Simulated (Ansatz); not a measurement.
F₂Sb, SMILES `[F][Sb][F]` radical, relaxed with UKS PBE0-D4/def2-TZVP in Ansatz 0.2.0 from a PBE-D4/def2-SVP geometry. The force threshold is 0.005 eV/Å; the program also tests the step.

The species carries charge 0 and has multiplicity 2. Sb takes the def2 core potential.

Start:

```xyz
3

F     0.961    0.896   -0.777
Sb    0.486   -0.467    0.545
F    -1.447   -0.429    0.232
```

```
step  energy (eV)  largest force (eV/Å)  largest move (Å)
   1  -11969.9751                 1.233             0.000
   2  -11970.0404                 0.149             0.050
   3  -11970.0416                 0.005             0.012
   4  -11970.0416                 0.002             0.001
```

End:

```xyz
3

F     0.914    0.866   -0.753
Sb    0.481   -0.462    0.540
F    -1.394   -0.404    0.213
```

Run time 20 s (2 threads of a server CPU on a shared host); peak host memory 0.4 GiB.
